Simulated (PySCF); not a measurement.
MoMe4, C4H12Mo (triplet state).
SMILES: `[CH3][Mo]([CH3])([CH3])[CH3]`

Theory: PySCF 2.14.0, PBE0-D3(BJ)/def2-SVP geometry optimisation, gas phase, def2 core potentials past Kr.

Take the most abundant isotopes and a rigid rotor. 

Task: Give the principal moments of inertia and the rotational constants in cm⁻¹.

Result: Ia = 197.03, Ib = 197.26, Ic = 197.77 u·Å²; 505379 MHz·u·Å²/I gives 2565, 2562 and 2555 MHz, that is A = 0.08556, B = 0.08546, C = 0.08524 cm⁻¹.

Task: What kind of rotor is it?

Result: A spherical top, as the point group Td requires three equal moments; the computed ones differ by 0.38 % because the geometry is symmetric only within the optimiser's tolerance.

The point group Td allows no dipole (computed: 0.00 D), so a rigid rotor has no electric-dipole lines.

Task: Estimate the classical rotational partition function at 50 K, 100 K and 500 K.

Result: Point group Td, symmetry number σ = 12; q = (√π/σ)·√((kT/h)³/(ABC)), k/h = 20836.6 MHz/K: 1210 at 50 K, 3430 at 100 K, 38300 at 500 K.

For this open shell read J as N, the rotation without spin; fine and hyperfine splittings come on top. No PBE0-D3(BJ)/def2-SVP frequencies stand behind this structure, so it isn't proved a minimum. ⟨S²⟩ = 2.019 (exact for a triplet: 2.00). Zero-point vibration and centrifugal distortion are left out.

On one thread of an Arm Neoverse V1 (shared host), this took 70 s wall. That covers the optimisation of the geometry.

For an open-shell metal species like this, the optimisation's SCF solution wasn't tested for stability and no frequencies at its level were run, so a lower state or another shape may exist.
